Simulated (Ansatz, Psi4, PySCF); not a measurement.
H3O4Si, doublet, at a GFN2-xTB geometry. Base run: CAMB3LYP/STO-3G run with PySCF.

Geometry (Å):
```xyz
8

O     -1.0014     0.7570     1.0205
Si    -0.0813     0.0536    -0.0585
O     -0.7742    -1.1000    -0.9459
O      0.8669     0.9156    -1.0439
O      0.8828    -0.5803     1.1567
H     -0.4739    -1.2457    -1.8388
H      1.3688     1.6423    -0.6856
H      0.4501    -1.0851     1.8433
```
Charge 0, spin multiplicity 2.
Orbitals are unrestricted.
All else is at PySCF's defaults.

The same geometry, method and basis name were run in Ansatz (a first-principles code) and Psi4 and PySCF, at each program's defaults and at the settings that a row names. The base is PySCF at its defaults. Differences at the defaults can come from grids, fitting, cores and function types together.

| code and settings | ΔE vs base (µEh) | basis functions | E (Eh) | SCF cycles | dipole (D) |
|---|---|---|---|---|---|
| PySCF, defaults (exact integrals, its default grid, spherical functions) | 0.0 | 32 | -584.42957 | 17 | 0.88 |
| Psi4, defaults (density fitting with its default set, its default grid, spherical functions) | -1983 | 32 | -584.43155 | 15 | 0.88 |
| Ansatz, defaults (factorised integrals, its default grid, spherical functions) | 0.2 | 32 | -584.42957 | - | - |
| PySCF, density fitting with def2-universal-jkfit | -2005 | 32 | -584.43157 | 17 | 0.88 |
| PySCF, fine grid | -1.0 | 32 | -584.42957 | 17 | 0.88 |
| Psi4, exact integrals, spherical functions, fine grid | -1.1 | 32 | -584.42957 | 18 | 0.88 |
| Ansatz, high accuracy | -1.2 | 32 | -584.42957 | - | - |

Open shells are given as the SCF converged; they aren't shown to be the lowest states, and a large step between rows can be another state.
